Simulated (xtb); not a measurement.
xtb input (GFN2-xTB):

```bash
xtb mol.xyz --gfn 2 --ohess tight --chrg 1 --uhf 0
```
mol.xyz:
```
2

Te     0.03893108    -0.00722694    -0.86221567
H     -0.03886304     0.06928520     0.84952504
```

Output:

```
           -------------------------------------------------
          |                Calculation Setup                |
           -------------------------------------------------

           -------------------------------------------------
          |                 G F N 2 - x T B                 |
           -------------------------------------------------

        Reference                      10.1021/acs.jctc.8b01176
      * Hamiltonian:
        H0-scaling (s, p, d)           1.850000    2.230000    2.230000
        zeta-weighting                 0.500000
      * Dispersion:
        s8                             2.700000
        a1                             0.520000
        a2                             5.000000
        s9                             5.000000
      * Repulsion:
        kExp                           1.500000    1.000000
        rExp                           1.000000
      * Coulomb:
        alpha                          2.000000
        third order                    shell-resolved
        anisotropic                    true
        a3                             3.000000
        a5                             4.000000
        cn-shift                       1.200000
        cn-exp                         4.000000
        max-rad                        5.000000

          ...................................................
          :                      SETUP                      :
          :.................................................:
          :  # basis functions                  11          :
          :  # atomic orbitals                  10          :
          :  # shells                            4          :
          :  # electrons                         6          :
          :  max. iterations                   250          :
          :  Hamiltonian                  GFN2-xTB          :
          :  restarted?                      false          :
          :  GBSA solvation                  false          :
          :  PC potential                    false          :
          :  electronic temp.          300.0000000     K    :
          :  accuracy                    1.0000000          :
          :  -> integral cutoff          0.2500000E+02      :
          :  -> integral neglect         0.1000000E-07      :
          :  -> SCF convergence          0.1000000E-05 Eh   :
          :  -> wf. convergence          0.1000000E-03 e    :
          :  Broyden damping             0.4000000          :
          :  net charge                          1          :
          :  unpaired electrons                  0          :
          ...................................................

 iter      E             dE          RMSdq      gap      omega  full diag
   1     -2.9478506 -0.294785E+01  0.230E+01    0.00       0.0  T
   2     -2.9773503 -0.294997E-01  0.112E+01    0.00       1.0  T
   3     -2.9774028 -0.524601E-04  0.296E+00    0.00       1.0  T
   4     -2.9774749 -0.721504E-04  0.188E-01    0.00       1.0  T
   5     -2.9774682  0.673553E-05  0.285E-01    0.00       1.0  T
   6     -2.9774833 -0.151282E-04  0.244E-02    0.00       2.9  T
[...]
Topologies differ in total number of bonds
Writing topology from bond orders to xtbtopo.mol

molecular dipole:
                 x           y           z       tot (Debye)
 q only:        0.003       0.056      -0.077
   full:        0.026       0.033      -0.587       1.497
molecular quadrupole (traceless):
                xx          xy          yy          xz          yz          zz
 q only:       -1.255      -0.007      -1.250      -0.171       0.162       2.505
  q+dip:       -2.301      -0.012      -2.301      -0.314       0.257       4.601
   full:       -1.246      -0.005      -1.246      -0.170       0.115       2.492

           -------------------------------------------------
          |                Geometry Summary                 |
           -------------------------------------------------

      molecular mass/u    :      128.6110672
   center of mass at/Å    :        0.0375378      -0.0058611      -0.8316229
Molecule has the following symmetry elements: (Cinf) (sigma)
It seems to be the Cinfv point group
  moments of inertia/u·Å² :       -0.2183044E-17   0.2823328E+01   0.2823328E+01
rotational constants/cm⁻¹ :       -0.7722077E+19   0.5970837E+01   0.5970837E+01

 * 1 selected distances

     #   Z          #   Z                                           value/Å
     0   0          0   0                                         0.0000000 (max)

 * 0 distinct bonds (by element types)

   Z      Z             #   av. dist./Å        max./Å        min./Å

           -------------------------------------------------
          |               Frequency Printout                |
           -------------------------------------------------
 vibrational frequencies (cm⁻¹)
eigval :        0.00     0.00     0.00     0.00     0.00  1679.69
 reduced masses (amu)
   1:  2.00   2:  2.00   3:126.61   4:126.61   5:126.61   6:  2.00
 IR intensities (km·mol⁻¹)
   1: 94.05   2: 94.05   3:  7.58   4:  7.58   5:  7.58   6: 40.37
 Raman intensities (Ä⁴*amu⁻¹)
   1:  0.00   2:  0.00   3:  0.00   4:  0.00   5:  0.00   6:  0.00
 output can be read by thermo (or use thermo option).
 writing <g98.out> molden fake output.
 recommended (thermochemical) frequency scaling factor: 1.0
           -------------------------------------------------
          |             Thermodynamic Functions             |
           -------------------------------------------------

cin symmetry found (for desy threshold:  0.10E+00) used in thermo

          ...................................................
          :                      SETUP                      :
          :.................................................:
          :  # frequencies                           1      :
          :  # imaginary freq.                       0      :
          :  linear?                              true      :
          :  only rotor calc.                    false      :
          :  symmetry                              cin      :
          :  rotational number                       1      :
          :  scaling factor                  1.0000000      :
          :  rotor cutoff                   50.0000000 cm⁻¹ :
          :  imag. cutoff                  -20.0000000 cm⁻¹ :
          :.................................................:

    mode    ω/cm⁻¹     T·S(HO)/kcal·mol⁻¹    T·S(FR)/kcal·mol⁻¹   T·S(vib)
   ------------------------------------------------------------------------
   ------------------------------------------------------------------------

   temp. (K)  partition function   enthalpy   heat capacity  entropy
                                   cal/mol     cal/K/mol   cal/K/mol   J/K/mol
 298.15  VIB   1.00                    1.450      0.039      0.005
         ROT   34.7                  592.502      1.987      9.036
         INT   34.7                  593.952      2.027      9.041
         TR   0.141E+28             1481.254      4.968     40.450
         TOT                        2075.2055     6.9948    49.4910   207.0705

       T/K    H(0)-H(T)+PV         H(T)/Eh          T*S/Eh         G(T)/Eh
   ------------------------------------------------------------------------
    298.15    0.330705E-02    0.713366E-02    0.235148E-01   -0.163811E-01
   ------------------------------------------------------------------------

         :::::::::::::::::::::::::::::::::::::::::::::::::::::
         ::                  THERMODYNAMIC                  ::
         :::::::::::::::::::::::::::::::::::::::::::::::::::::
         :: total free energy          -2.991276130324 Eh   ::
         ::.................................................::
         :: total energy               -2.974894999610 Eh   ::
         :: zero point energy           0.003826611084 Eh   ::
         :: G(RRHO) w/o ZPVE           -0.020207741798 Eh   ::
         :: G(RRHO) contrib.           -0.016381130715 Eh   ::
         :::::::::::::::::::::::::::::::::::::::::::::::::::::

optimized geometry written to: xtbopt.xyz

           -------------------------------------------------
          | TOTAL ENERGY               -2.974894999610 Eh   |
Note: The following floating-point exceptions are signalling: IEEE_DENORMAL
normal termination of xtb
          | TOTAL ENTHALPY             -2.967761338059 Eh   |
          | TOTAL FREE ENERGY          -2.991276130324 Eh   |
          | GRADIENT NORM               0.000100203855 Eh/α |
          | HOMO-LUMO GAP               0.000000000038 eV   |
           -------------------------------------------------

------------------------------------------------------------------------
------------------------------------------------------------------------
 total:
 SCF:
 ANC optimizer:
 analytical hessian:
```
